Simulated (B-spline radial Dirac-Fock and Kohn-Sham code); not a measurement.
## Core-level shifts of gallium with charge state

Method: relaxed Dirac-Fock hole states (ΔSCF) with Breit and QED corrections and a finite nucleus. Computed with a radial finite-basis atomic code. Each ion is free and in its tabulated ground configuration. No correlation.

Reference: Ga, [Ar] 3d10 4s2 4p1, with K 10375.9 eV, L3 1125.0 eV, M3 114.2 eV, M4 25.25 eV, M5 24.82 eV, Kα1 (K-L3) 9250.9 eV, Kβ1 (K-M3) 10261.7 eV. Shifts from it, in eV (a dash: the subshell is empty, belongs to an open shell averaged over j, or its hole state is left out as unreliable):

```tsv
ion	configuration	K	L3	M3	M4	M5	Kα1	Kβ1
Ga⁺	[Ar] 3d10 4s2	+9.7	+9.6	+9.5	+9.5	+9.5	+0.15	+0.25
Ga²⁺	[Ar] 3d10 4s1	+22.7	+22.4	+22.2	+22.1	+22.1	+0.30	+0.52
Ga³⁺	[Ar] 3d10	+37.3	+36.6	+36.2	+36.0	+35.9	+0.67	+1.10
Ga⁴⁺	[Ar] 3d9	+65.1	+65.1	+60.8	–	–	-0.02	+4.29
```

Over this range K (1s) moves by +65.1 eV and Kα1 by 0.0 eV: a line is a difference of two levels that shift in the same direction.
